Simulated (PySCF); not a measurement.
**revPBE on Sb (antimony, neutral)**

Configuration: [Kr] 4d10 5s2 5p2 6s1, high-spin 4P determinant (an excited configuration). All numbers are calculated (PySCF 2.14, the spin-free X2C one-electron Hamiltonian (Gaussian nucleus), in aug-cc-pwCVTZ-DK3 with one added diffuse shell each of s, p, d, f type (11s10p8d5f1g, 125 functions)).

```
Total energy                                                  : -6480.17 hartree
One-electron energy                                           : -8891.66 hartree
Hartree (Coulomb) energy                                      : 2583.31 hartree
Exchange-correlation energy                                   : -171.83 hartree
⟨S²⟩                                                          : 3.7520
⟨L²⟩                                                          : 2.218
Sum of ⟨r⟩                                                    : 39.87 bohr
Sum of ⟨r²⟩                                                   : 96.13 bohr²
Traceless quadrupole moment −½Σ⟨3z² − r²⟩ along its main axis : -5.06 e·bohr²
Langevin diamagnetic susceptibility                           : -76.1 ×10⁻⁶ cm³/mol
```

```
shell  electrons  mean orbital energy (eV)  spread (eV)  rms radius, mean of both spins (bohr)
 1s α          1                  -30251.0            0                                 0.0326
 1s β          1                  -30250.9            0                                 0.0326
 2s α          1                   -4608.3            0                                  0.133
 2s β          1                   -4608.2            0                                  0.133
 2p α          3                   -4140.5        0.057                                  0.118
 2p β          3                   -4140.5        0.088                                  0.118
 3s α          1                   -906.82            0                                  0.353
 3s β          1                   -906.78            0                                  0.353
 3p α          3                   -753.94        0.153                                  0.354
 3p β          3                   -753.89        0.194                                  0.354
 3d α          5                   -519.38        0.138                                  0.333
 3d β          5                   -519.34        0.176                                  0.333
 4s α          1                   -152.52            0                                  0.841
 4s β          1                   -152.43            0                                  0.841
 4p α          3                   -105.67        0.364                                  0.911
 4p β          3                   -105.57        0.460                                  0.911
 4d α          5                   -37.415        0.383                                   1.12
 4d β          5                   -37.200        0.557                                   1.12
 5s α          1                   -16.607            0                                   2.31
 5s β          1                   -15.114            0                                   2.31
 5p α          2                    -8.189            0                                   2.90
 6s α          1                    -1.967            0                                   6.90
```

The outer electron is Rydberg-like, and this basis confines it to a smaller radius and binds it less than a complete one would.

Densities and radii are taken from the X2C orbitals without a picture-change correction, which distorts them close to the nucleus.
